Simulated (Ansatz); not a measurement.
Job for Ansatz (a first-principles code): R-SVWN5/def2-TZVPP on H2 (SMILES [H][H]).

Ansatz 0.2 input:
```yaml
crystal:
  periodic: [false, false, false]
  atoms:
    - {symbol: H, position_ang: [-0.00000000, -0.00000000, 0.38043305]}
    - {symbol: H, position_ang: [0.00000000, 0.00000000, -0.38043305]}
basis:
  gaussian:
    orbitals: def2-TZVPP
hamiltonian:
  xc: {name: SVWN5}
scf: {lower_state_search: off}
```

It printed:

```
WARN ansatz: RAYON_NUM_THREADS=8 ignored (pool sized by the plan → 8); use --threads N
Functional definition: SVWN5
these checks for a lower state are left out or cut short: stability, starts, cluster_reference, orbital_swaps, neighbouring_geometries, increment
integrals: 0.00 GiB planned
118 factors; their error is unknown
mean field: 0.06 GiB planned
mean field evaluation 1: about -30.6176 eV, gradient 9.7e0 eV
mean field evaluation 2: about -30.9087 eV, gradient 3.3e0 eV
mean field evaluation 4: about -30.9472 eV, gradient 4.1e-2 eV
mean field evaluation 8: about -30.9459 eV, gradient 4.4e-5 eV
mean field -30.94587633 eV, -1.1372399791 hartree, gradient 1.1e-6 eV, S^2 0.000000; 0 other end points of the search recorded, 0 dependent functions left out
reference -30.94589707 eV, -1.1372407416 hartree; 1, 1 occupied and 27, 27 virtual orbitals, 118 factors
Total energy: -30.94589707 eV, -1.1372407416 hartree
Checks for a lower state left out: stability, starts, cluster_reference, orbital_swaps, neighbouring_geometries, increment
```

Self-consistency was reached.

Cost: about 0.3 core-seconds (a rough figure).
